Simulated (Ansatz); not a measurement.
`BN[SiH2]CO` + HBr → `OC[SiH2]Br` + `BN`  (ligand exchange at the Si–N bond)

Program: Ansatz. Geometries: PBE0-D4/def2-TZVP. ΔE: electronic, gas phase. CCSD(T)/CBS is the MP2 limit (def2-TZVPP, def2-QZVPP) plus CCSD(T) − MP2 in def2-TZVPP, frozen cores. This one scheme is used for every species. For Br outer-core shells are correlated without core-valence functions, which leaves a few kJ/mol of doubt a bond. Scalar relativity is left out up to krypton. Each species was taken in one conformer, which may not be the lowest.

`BN[SiH2]CO`:

Cartesian coordinates in Å:
```
B -1.134 -0.660 -1.867
N -1.358 -0.545 -0.492
Si -0.100 -0.497 0.722
C 0.868 1.120 0.678
O 1.988 1.068 1.555
H -0.003 -0.762 -2.255
H -2.054 -0.656 -2.633
H -2.313 -0.463 -0.175
H -0.743 -0.684 2.049
H 0.873 -1.599 0.485
H 1.164 1.369 -0.351
H 0.241 1.946 1.026
H 2.573 0.365 1.259
```

HBr:

```xyz
2

Br   -0.032   -0.076   -0.705
H     0.032    0.076    0.705
```

`OC[SiH2]Br`:

```xyz
9

O    -0.877    1.381   -0.621
C    -0.778    0.363    0.357
Si    0.546   -0.908   -0.066
Br    2.425    0.254   -0.404
H    -0.005    1.771   -0.738
H    -1.750   -0.140    0.391
H    -0.600    0.771    1.362
H     0.788   -1.861    1.045
H     0.251   -1.629   -1.326
```

`BN`:

Z-matrix (Å, degrees):
```
B
N 1 1.385
H 1 1.197 2 119.0
H 1 1.197 2 119.0 3 -180.0
H 2 1.006 1 123.2 3 -0.0
H 2 1.006 1 123.2 3 180.0
```

| species | SCS-MP2/def2-TZVPP energy (Eh) |
| --- | --- |
| `BN[SiH2]CO` | -486.45302 |
| HBr | -2573.27456 |
| `OC[SiH2]Br` | -2977.88657 |
| `BN` | -81.86243 |

(1) Work out ΔE.

Largest T1 diagnostic among the species: 0.012.

## Answers

(1) ΔE = (-2977.88657) + (-81.86243) − (-486.45302) − (-2573.27456) = -0.02142 Eh = -0.58 eV. CCSD(T)/CBS gives -0.62 eV.
